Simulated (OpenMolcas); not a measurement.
Ti2+: effect of the metal basis

Ti2+ with its 6 nearest fluoride ions at 2.115 Å, on the Li site of LiF (a = 4.028 Å, distance in the model lattice 2.014 Å). The rest of the host is ab initio model potentials to 7.6 Å and point charges beyond; the distance is set by hand and nothing relaxes, and no local charge compensation is placed.

```
Program             : OpenMolcas 26.06
Method              : SS-CASPT2, IPEA 0.25 Eh, imaginary shift 0.1 Eh (closed shells correlated: 3s 3p and the ligand valence shells)
Spin-orbit coupling : state interaction with AMFI integrals over the reference wave functions
```

Fixed: ligand basis ANO-RCC-VDZP, active space 2 electrons in 5 orbitals (3d), DKH2 Hamiltonian.

States (labels of O, the rotations of Oh). Energies in cm-1 above the lowest state or level, χT in cm3 K/mol; under a threefold ground state the first gap can be a small split of the lowest multiplet, not the spin-orbit step; 10Dq and B are least-squares fits to the states below 45000 cm-1, weighted by degeneracy, with a free offset, and given where the rms deviation is under 5 % of |10Dq| (or 100 cm-1) and under 700 cm-1.

```json
{"Run": "A", "Metal basis": "ANO-RCC-VDZP", "Ground state": "3T1", "First state of that spin": "3T2 15410", "10Dq": "17164", "B (rms of fit)": "670 (232)", "First gap with spin-orbit (degeneracies)": "2 (2, 3)", "χT at 300 K": "1.085", "First state of another spin": "1T2 9410", "Cost": "roughly 40 core-seconds"}
{"Run": "B", "Metal basis": "ANO-RCC-VTZP", "Ground state": "3T1", "First state of that spin": "3T2 14550", "10Dq": "16308", "B (rms of fit)": "678 (287)", "First gap with spin-orbit (degeneracies)": "2 (2, 3)", "χT at 300 K": "1.087", "First state of another spin": "1T2 8950", "Cost": "roughly 80 core-seconds"}
```

Against A, |10Dq| changes by -5.0 % in B.

Costs are those of the CASPT2 steps.

Roots that are degenerate in the reference are averaged as groups; the widest CASPT2 spread within a group is 730 cm-1 (the 3-fold group of multiplicity 1 near 28900 cm-1 above the lowest state of its run, A). Shifts and gaps below about the spread of the groups concerned are not significant. Over all roots computed the reference weight is 0.75 to 0.76 in B; a low but even weight reflects the number of correlated electrons. An orbital triplet at a regular site is open to Jahn-Teller coupling, which can distort the site and quench the lowest spin-orbit gaps and is left out. Ligand-to-metal charge-transfer states are missing. With no ligand orbital active B as a rule stays too high, so bands that hang on it stand too high and its fall with covalency is understated. With one d shell and no ligand orbital active, 10Dq can be off by tens of per cent for divalent 3d ions, low with halides held by bare charges and at times high in hosts. Free-ion shares, where given, are those of the reference states; single-state CASPT2 does not remix them. No measured value stands beside these numbers; the geometry was set by hand and not optimised.
